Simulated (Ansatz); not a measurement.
[(OH)2Al]2NH (Al₂NO₄H₅). Charge 0, multiplicity 1. Geometry B3LYP-D4/def2-SVP, basis def2-TZVP, Ansatz.

| run | HOMO (eV) | LUMO (eV) |
| --- | --- | --- |
| A | -6.59 | -1.14 |
| B | -5.99 | -2.09 |
| C | -7.18 | -1.05 |
| D | -5.79 | -1.87 |
| E | -6.07 | -1.40 |
| F | -10.01 | 1.07 |

LC-ωPBE has ω = 0.4 bohr⁻¹.

Problem. The runs used LC-ωPBE, LDA (SPW92), PBE, PBE0, r2SCAN, r2SCANh. Estimate which is which.

Solution. A r2SCANh (10 % exact exchange); B LDA (SPW92) (0 % exact exchange); C PBE0 (25 % exact exchange); D PBE (0 % exact exchange); E r2SCAN (0 % exact exchange); F LC-ωPBE (range-separated). Exact exchange lowers occupied and raises empty levels; among semilocal functionals meta-GGAs tend to open the gap a little, and such runs are hard to tell apart. The gap grows from 3.90 eV (LDA (SPW92)) to 11.08 eV (LC-ωPBE).
